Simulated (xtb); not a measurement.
Ge(H)3(tBu) (C4H12Ge), SMILES [GeH3][C](C)(C)C. All values are semi-empirical tight-binding results from xtb (GFN2-xTB unless named), good for trends rather than for accurate numbers. Geometry optimised at GFN2-xTB. The isomer is the one that the SMILES or the coordinates give; other isomers of the formula were not compared.

Optimised geometry:

Bonds (Å): Ge1–C2 2.005, Ge1–H6 1.499, Ge1–H7 1.499, Ge1–H8 1.499, C2–C3 1.525, C2–C4 1.525, C2–C5 1.525, C3–H9 1.090, C3–H10 1.090, C3–H11 1.090, C4–H12 1.090, C4–H13 1.090, C4–H14 1.090, C5–H15 1.090, C5–H16 1.090, C5–H17 1.090. Bond angles (°): C2–Ge1–H6 111.9, C2–Ge1–H7 111.9, C2–Ge1–H8 111.9, H6–Ge1–H7 106.9, H6–Ge1–H8 106.9, H7–Ge1–H8 106.9, Ge1–C2–C3 109.2, Ge1–C2–C4 109.2, Ge1–C2–C5 109.2, C3–C2–C4 109.7, C3–C2–C5 109.7, C4–C2–C5 109.7, C2–C3–H9 110.7, C2–C3–H10 110.6, C2–C3–H11 110.6, H9–C3–H10 108.3, H9–C3–H11 108.3, H10–C3–H11 108.3, C2–C4–H12 110.6, C2–C4–H13 110.6, C2–C4–H14 110.7, H12–C4–H13 108.3, H12–C4–H14 108.3, H13–C4–H14 108.3, C2–C5–H15 110.6, C2–C5–H16 110.6, C2–C5–H17 110.7, H15–C5–H16 108.3, H15–C5–H17 108.3, H16–C5–H17 108.3.

For metal compounds this method's bond lengths and energies can be far off.

- point group as xtb finds it: C3
- orbital gap: 7.28 eV
- zero-point energy: 88.7 kcal/mol
- G − E(el) at 298.15 K (modified RRHO): 69.1 kcal/mol

Question: Give the atomic charges and the Wiberg bond orders between heavy atoms. (Estimate from the structure and the level; the computed values follow.)

Answer: charges (e) Ge1 0.10, C2 -0.01, C3 -0.10, C4 -0.10, C5 -0.10, H6 -0.02, H7 -0.02, H8 -0.02, H9 0.03, H10 0.03, H11 0.03, H12 0.03, H13 0.03, H14 0.03, H15 0.03, H16 0.03, H17 0.03. Bond orders Ge1–C2 0.82, C2–C3 1.01, C2–C4 1.01, C2–C5 1.01.
